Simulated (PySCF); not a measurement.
Ligands exchanged one at a time, Ga Cl-CH3. Isolated molecules, 0 K electronic values unless said otherwise. Strings in code marks are SMILES.

The dipole moment from two functionals at the same geometries (B3LYP-D3(BJ)/def2-TZVP), both in PySCF: PBE-D3(BJ)/def2-TZVP and ωB97X-D3(BJ)/def2-TZVP. 

```
species                                              PBE-D3(BJ)/def2-TZVP (D)
---------------------------------------------------  ------------------------
0 of 3 Cl replaced by CH3 (`[Ga]([Cl])([Cl])[Cl]`)                       0.00
1 of 3 Cl replaced by CH3 (`[Cl][Ga]([CH3])[Cl]`)                        2.77
2 of 3 Cl replaced by CH3                                                2.79
3 of 3 Cl replaced by CH3 (`[CH3][Ga]([CH3])[CH3]`)                      0.01
```

Problem. What does ωB97X-D3(BJ)/def2-TZVP give for each?

Solution. 
- 0 of 3 Cl replaced by CH3 (`[Ga]([Cl])([Cl])[Cl]`): 0.00
- 1 of 3 Cl replaced by CH3 (`[Cl][Ga]([CH3])[Cl]`): 2.86
- 2 of 3 Cl replaced by CH3: 2.94
- 3 of 3 Cl replaced by CH3 (`[CH3][Ga]([CH3])[CH3]`): 0.01
Over these rows, drawn at random from the members with no instability flagged (it was tested for open shells, ions and some series alone), PBE minus ωB97X-D3(BJ): mean -0.06 D, from -0.14 D to 0.00 D.
